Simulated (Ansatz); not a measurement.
Total energies of Si(NCO)2Me2 (C4H6N2O2Si) from Ansatz at PBE0-D4/def2-TZVP, gas phase (1 Eh = 27.2114 eV = 2625.5 kJ/mol). The reference geometry is relaxed at PBE-D4/def2-SVP.

```xyz
15

Si   -0.014   -0.031    0.098
N    -1.139    0.891   -0.850
C    -1.834    1.537   -1.599
O    -2.526    2.169   -2.320
N     1.376   -0.337   -0.898
C     2.280   -0.495   -1.684
O     3.175   -0.658   -2.441
C    -0.803   -1.665    0.550
H    -0.097   -2.293    1.129
H    -1.097   -2.223   -0.362
H    -1.712   -1.502    1.165
C     0.515    0.991    1.572
H    -0.357    1.232    2.213
H     0.977    1.943    1.242
H     1.256    0.439    2.184
```

```csv
state,geometry,energy (Eh)
charge 0 singlet,reference,-705.21003
charge 1 doublet,reference,-704.83863
free Si atom (triplet),–,-289.24943
free N atom (quartet),–,-54.54382
free C atom (triplet),–,-37.80537
free O atom (triplet),–,-75.01860
free H atom (doublet),–,-0.50104
```

Task: Work out the vertical ionisation energy to the doublet.

Result: E(charge 1 doublet) − E(charge 0 singlet) = -704.83863 − (-705.21003) = 0.37140 Eh = 10.11 eV. For comparison, −ε of the highest occupied level is 8.41 eV at this level, 1.70 eV less.

Task: What is the binding energy per atom against free atoms?

Result: Atoms: 1 × (-289.24943) + 2 × (-54.54382) + 4 × (-37.80537) + 2 × (-75.01860) + 6 × (-0.50104) = -702.60199 Eh. Binding: -702.60199 − (-705.21003) = 2.60804 Eh = 70.97 eV, or 4.73 eV for each of 15 atoms (no zero-point energy, no counterpoise term).
